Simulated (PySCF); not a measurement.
# P (phosphorus, neutral) across methods

[Ne] 3s1 3p4, high-spin 4P determinant (an excited configuration). Calculation: PySCF 2.14, in dyall-acv3z; no relativity, point nucleus.

```csv
method,E (hartree),mean ε 3s α (eV),mean ε 3p α (eV),mean ε 3p β (eV),Σ⟨r²⟩ (bohr²),⟨S²⟩
LDA,-339.7114,-15.652,-7.009,-4.748,32.13,3.758
MN15,-340.9801,-17.655,-8.560,-6.273,31.88,3.756
PBE0,-340.8518,-17.933,-8.283,-5.538,31.83,3.760
M06-2X,-340.9565,-19.338,-9.218,-6.216,32.00,3.764
PBE,-340.8248,-15.667,-6.971,-4.774,31.95,3.757
TPSS,-341.0069,-16.016,-7.100,-4.797,31.79,3.758
r2SCAN,-340.9709,-16.703,-7.459,-4.760,31.87,3.768
```

(1) Estimate the same row for UHF.

## Answers

(1) E (hartree) = -340.42895; mean ε 3s α (eV) = -24.389; mean ε 3p α (eV) = -11.880; mean ε 3p β (eV) = -6.479; Σ⟨r²⟩ (bohr²) = 32.98; ⟨S²⟩ = 3.797.
